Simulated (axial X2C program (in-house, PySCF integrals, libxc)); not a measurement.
MoH⁻: cheaper levels and CCSD(T), two-component

Calculated with an in-house all-electron X2C program for linear molecules (integrals from PySCF). Two-component (2c) means X2C with spin–orbit coupling and atomic mean-field two-electron Coulomb and Gaunt terms. Basis: Mo dyall-acv3z [12s13p10d5f3g], H dyall-av3z [7s3p2d] (cores contracted in-house); Gaussian nuclei, density fitting, unrestricted open shells. Masses: Mo 97.905 u, H 1.008 u.

State: Ω = 3 (⟨Sz⟩ = 3.00, ⟨Lz⟩ = 0.00 at HF); fragments Mo + H- for PBE0, MP2, CCSD, r2SCAN0, CCSD(T); Mo- + H for HF.

```tsv
level	Re (Å)	ωe (cm⁻¹)	De (eV)
PBE0	1.820	1362.1	2.14
HF	1.929	1164.1	1.61
MP2	1.866	1318.2	2.08
CCSD	1.881	1262.7	2.00
r2SCAN0	1.835	1321.5	2.05
```

Correlated methods: 8 electrons correlated (number of frozen shells: Mo 4 s, 3 p, 1 d; H none), 260 virtual spin orbitals or spinors in MP2, 90 natural virtuals in coupled cluster.

CCSD(T), same Hamiltonian and basis:

Re = 1.877 Å, ωe = 1276.8 cm⁻¹, De = 2.06 eV; T1 = 0.031 (Lee–Taylor normalisation).

(1) Give the differences from CCSD(T) in the columns below.

The state is a single determinant with fixed occupations, the lowest that a limited PBE0 search found. Dissociation energies refer to the lowest single-determinant-based atoms at the same level and basis. Density functionals use the spin component along the axis (collinear). CCSD and (T) use frozen natural virtuals with an MP2 correction for the truncation; (T) itself is uncorrected, so its De runs slightly low. PBE0 can misorder states that lie within some tenths of an eV, so this need not be the ground state of the molecule. The nearest other spin-free determinant of the search, M_S = 2, Λ = 0, lies 0.06 eV up at the distance of the search. With several unpaired electrons one determinant need not be a pure state. A state of lower Ω lies just above, and one determinant can place such states too high, so the state shown need not be the lowest. The search has Ω = 2 only 0.06 eV up. Open-shell Ω = 0 determinants with evenly filled partner blocks cannot be reached by this program, so the Ω shown need not be the lowest component. The highest occupied level of some functionals is positive through self-interaction error; at Hartree–Fock it is bound. With the outer-core shells frozen, correlated bond lengths of heavy atoms tend to come out a few hundredths of an ångström too long. Hartree–Fock gets electron affinities wrong, so its lowest charge split need not be the true one.

Results:

(1) 

```tsv
level	ΔRe (Å)	Δωe (cm⁻¹)	ΔDe (eV)
PBE0	-0.057	85	0.08
HF	0.052	-113	n/a
MP2	-0.011	41	0.02
CCSD	0.004	-14	-0.06
r2SCAN0	-0.042	45	-0.01
```
